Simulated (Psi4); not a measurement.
C$_{4}$H$_{12}$Si (SMILES C[Si](C)(C)C), singlet, at a GFN2-xTB geometry; OMP2/STO-3G (Psi4).

Input for Psi4:
```
memory 2 GB

molecule mol {
0 1
  C    -0.417781   -1.214189   -1.412677
  Si    0.000000    0.000000   -0.000000
  C     0.005541    1.785287   -0.676144
  C    -1.310410   -0.153853    1.379712
  C     1.722650   -0.417246    0.709109
  H    -1.393964   -1.004244   -1.839505
  H    -0.429310   -2.241604   -1.061285
  H     0.309978   -1.152215   -2.216244
  H     0.240358    2.503370    0.103862
  H    -0.962114    2.055656   -1.088135
  H     0.741828    1.907685   -1.464873
  H    -2.304575    0.077452    1.009137
  H    -1.339921   -1.159908    1.787357
  H    -1.102103    0.525166    2.201134
  H     1.754239   -1.428607    1.103244
  H     2.493527   -0.339218   -0.051714
  H     1.992058    0.256468    1.517021
}

set basis sto-3g
set reference rhf

energy('omp2')
print_variables()
```

What the program printed (banner, timings and long lists left out):

```
    For method 'OMP2', SCF Algorithm Type (re)set to DISK_DF.

   => Loading Basis Set <=

    Name: STO-3G
    Role: ORBITAL
    Keyword: BASIS

         ---------------------------------------------------------
                                   SCF
               by Justin Turney, Rob Parrish, Andy Simmonett
                          and Daniel G. A. Smith
                              RHF Reference
         ---------------------------------------------------------

  ==> Geometry <==

    Molecular point group: c1
    Full point group: C1

    Geometry (in Angstrom), charge = 0, multiplicity = 1:

       Center              X                  Y                   Z               Mass
    ------------   -----------------  -----------------  -----------------  -----------------
         C           -0.417781011443    -1.214188875189    -1.412676988557    12.000000000000
         SI          -0.000000011443     0.000000124811     0.000000011443    27.976926534650
         C            0.005540988557     1.785287124811    -0.676143988557    12.000000000000
         C           -1.310410011443    -0.153852875189     1.379712011443    12.000000000000
         C            1.722649988557    -0.417245875189     0.709109011443    12.000000000000
         H           -1.393964011443    -1.004243875189    -1.839504988557     1.007825032230
         H           -0.429310011443    -2.241603875189    -1.061284988557     1.007825032230
         H            0.309977988557    -1.152214875189    -2.216243988557     1.007825032230
         H            0.240357988557     2.503370124811     0.103862011443     1.007825032230
         H           -0.962114011443     2.055656124811    -1.088134988557     1.007825032230
         H            0.741827988557     1.907685124811    -1.464872988557     1.007825032230
         H           -2.304575011443     0.077452124811     1.009137011443     1.007825032230
         H           -1.339921011443    -1.159907875189     1.787357011443     1.007825032230
         H           -1.102103011443     0.525166124811     2.201134011443     1.007825032230
         H            1.754238988557    -1.428606875189     1.103244011443     1.007825032230
         H            2.493526988557    -0.339217875189    -0.051713988557     1.007825032230
         H            1.992057988557     0.256468124811     1.517021011443     1.007825032230

  Running in c1 symmetry.

  Rotational constants: A =      0.10052  B =      0.10052  C =      0.10052 [cm^-1]
  Rotational constants: A =   3013.54661  B =   3013.54629  C =   3013.54587 [MHz]
  Nuclear repulsion =  243.401032712805460

  Charge       = 0
  Multiplicity = 1
  Electrons    = 50
  Nalpha       = 25
  Nbeta        = 25

  ==> Algorithm <==

  SCF Algorithm Type is DISK_DF.
  DIIS enabled.
  MOM disabled.
  Fractional occupation disabled.
  Guess Type is SAD.
  Energy threshold   = 1.00e-08
  Density threshold  = 1.00e-08
  Integral threshold = 1.00e-12

  ==> Primary Basis <==

  Basis Set: STO-3G
    Blend: STO-3G
    Number of shells: 29
    Number of basis functions: 41
    Number of Cartesian functions: 41
    Spherical Harmonics?: true
    Max angular momentum: 1

   => Loading Basis Set <=

    Name: (STO-3G AUX)
    Role: JKFIT
    Keyword: DF_BASIS_SCF

  ==> Integral Setup <==

  ==> DiskDFJK: Density-Fitted J/K Matrices <==

    J tasked:                  Yes
    K tasked:                  Yes
    wK tasked:                  No
    Integrals threads:           1
    Algorithm:                Core
    Integral Cache:           SAVE
    Schwarz Cutoff:          1E-12
    Fitting Condition:       1E-10

   => Auxiliary Basis Set <=

  Basis Set: (STO-3G AUX)
    Blend: DEF2-UNIVERSAL-JKFIT
    Number of shells: 210
    Number of basis functions: 644
    Number of Cartesian functions: 751
    Spherical Harmonics?: true
    Max angular momentum: 4

  Minimum eigenvalue in the overlap matrix is 2.2708246439E-01.
[...]
  @DF-RHF Final Energy:  -442.29526233357507
    Total Energy =                       -442.2952623335750673
  DIE_IF_NOT_CONVERGED          => (empty)
[...]
	For this energy convergence, default MAX orbital gradient is:     2.00e-06

 ==============================================================================
 ==============================================================================
 ==============================================================================

                      DF-OMP2 (DF-OO-MP2)
              Program Written by Ugur Bozkaya
              Latest Revision September 9, 2017

 ==============================================================================
 ==============================================================================
 ==============================================================================

	MO Hessian type is changed to 'HF'
	MO spaces...

	 FC   OCC   VIR   FV
	----------------------
	  0   25    16    0
	Reading DF integrals from disk ...
	Number of basis functions in the DF-HF basis: 644
	Number of basis functions in the DF-CC basis: 422

	Minimum required memory for amplitudes:      3.66 MB

	Computing DF-MP2 energy using SCF MOs (Canonical DF-MP2)...
	=======================================================================
	Nuclear Repulsion Energy (a.u.)    :   243.40103271280546
	DF-HF Energy (a.u.)                :  -442.29526233357507
	REF Energy (a.u.)                  :  -442.29526233357507
	DF-MP2 Correlation Energy (a.u.)   :    -0.25313100310929
	DF-MP2 Total Energy (a.u.)         :  -442.54839333668434
	=======================================================================

	Number of independent-pairs: 400

 ==============================================================================
 ================ Performing DF-OMP2 iterations... ============================
 ==============================================================================
	            Minimizing DF-MP2-L Functional
	            ------------------------------
 Iter       E_total           DE           RMS MO Grad      MAX MO Grad      RMS T2
 ----    ---------------    ----------     -----------      -----------     ----------
	successfully fired up coupled DIIS...
   1     -442.5488315189     -4.38e-04       7.38e-05         6.24e-04        5.70e-06
   2     -442.5488326528     -1.13e-06       4.67e-06         5.27e-05        4.02e-07
   3     -442.5488326578     -5.01e-09       6.33e-08         4.93e-07        5.12e-09

 ==============================================================================
 ======================== DF-OMP2 ITERATIONS ARE CONVERGED ====================
 ==============================================================================

	Computing MP2 energy using optimized MOs...
	=======================================================================
	Nuclear Repulsion Energy (a.u.)    :   243.40103271280546
	DF-HF Energy (a.u.)                :  -442.29526233357507
	REF Energy (a.u.)                  :  -442.29481106819424
	DF-MP2 Correlation Energy (a.u.)   :    -0.25357032403173
	DF-MP2 Total Energy (a.u.)         :  -442.54883265760679
	=======================================================================

	=======================================================================
	================ DF-OMP2 FINAL RESULTS ================================
	=======================================================================
	Nuclear Repulsion Energy (a.u.)    :   243.40103271280546
	DF-HF Energy (a.u.)                :  -442.29526233357507
	REF Energy (a.u.)                  :  -442.29481106819424
	DF-OMP2 Correlation Energy (a.u.)  :    -0.25357032425228
	Edfomp2 - Eref (a.u.)              :    -0.25402158963311
	DF-OMP2 Total Energy (a.u.)        :  -442.54883265782735
	=======================================================================

  Variable Map:
  ----------------------------------------------------------------------------
[...]
  Array Variable Map:
  ----------------------------------------------------------------------------
[...]
[...]
```
